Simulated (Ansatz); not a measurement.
The same path of a periodic cell of 17 atoms, CuSi$_{16}$ (host Si, host structure diamond, interstitial Cu), cell charge +1 was run twice with different band settings.

All numbers below come from DFT PBEsol, scalar-relativistic, plane waves, PAW (Ansatz). Settings: PAW set soft_1, cutoff 420 eV, k mesh 2x2x2, fermi-dirac smearing 0.05 eV, no spin polarisation.

Relaxed end points:

```xyz
17
Lattice="0.0000 5.4300 5.4300 5.4300 0.0000 5.4300 5.4300 5.4300 0.0000" Properties=species:S:1:pos:R:3
Si -0.081 -0.079 0.062
Si 1.293 1.295 1.375
Si 2.559 2.561 -0.158
Si 3.907 3.907 1.193
Si 2.713 0.026 2.737
Si 4.025 1.391 4.104
Si 5.352 2.779 2.635
Si 6.724 4.094 4.008
Si 0.023 2.716 2.736
Si 1.389 4.027 4.103
Si 2.778 5.352 2.634
Si 4.092 6.726 4.007
Si 2.798 2.801 5.511
Si 4.141 4.144 6.854
Si 5.454 5.456 5.427
Si 6.821 6.822 6.739
Cu 6.433 6.434 9.148
```

```xyz
17
Lattice="0.0000 5.4300 5.4300 5.4300 0.0000 5.4300 5.4300 5.4300 0.0000" Properties=species:S:1:pos:R:3
Si 0.153 0.158 -0.152
Si 1.418 1.422 1.381
Si 2.790 2.795 0.066
Si 4.236 4.235 1.195
Si 2.687 0.002 2.744
Si 4.051 1.422 4.013
Si 5.364 2.796 2.641
Si 6.750 4.121 4.110
Si -0.002 2.692 2.744
Si 1.419 4.056 4.013
Si 2.793 5.366 2.638
Si 4.116 6.754 4.108
Si 2.687 2.692 5.433
Si 3.999 4.002 6.863
Si 5.342 5.348 5.520
Si 6.753 6.754 6.745
Cu 7.141 7.143 9.149
```

Common settings: spring 5.0 eV/Å²; force threshold 0.05 eV/Å; end points relaxed.

| run | movable images | climbing image | optimiser | start path | iteration limit |
| --- | --- | --- | --- | --- | --- |
| 1 | 5 | yes | lbfgs | IDPP | 24 |
| 2 | 4 | from the first iteration | quadratic models (default) | default | 33 |

Task: What does each run give, and how far can it be trusted?

Result: Run 1: converged after 13 iterations, highest image 0.021 eV above the first end. The order of the stationary point at the top wasn't checked.
Run 2: converged after 4 iterations, highest image 0.038 eV above the first end. The order of the stationary point at the top wasn't checked.
Limits of this set-up: coarse k mesh, PAW files made for another functional, charged cell in a uniform background, uncorrected.
